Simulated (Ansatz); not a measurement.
Input file for Ansatz (a first-principles code): R-B3LYP/def2-TZVPP on H2O2Se (SMILES O[Se]O), a point of a torsion scan.

Ansatz 0.2 input:
```yaml
crystal:
  periodic: [false, false, false]
  atoms:
    - {symbol: O, position_ang: [1.06965030, 0.49295769, -0.30527438]}
    - {symbol: Se, position_ang: [-0.12791156, -0.81869122, -0.71024445]}
    - {symbol: O, position_ang: [-1.36029555, 0.21153037, -1.44082667]}
    - {symbol: H, position_ang: [1.95867415, 0.13617972, -0.33572719]}
    - {symbol: H, position_ang: [-1.11278088, 0.47050617, -2.33514339]}
basis:
  gaussian:
    orbitals: def2-TZVPP
hamiltonian:
  xc: {name: B3LYP}
scf: {lower_state_search: off}
```

Task: Predict the final total energy.

Result: -2553.2742 hartree.
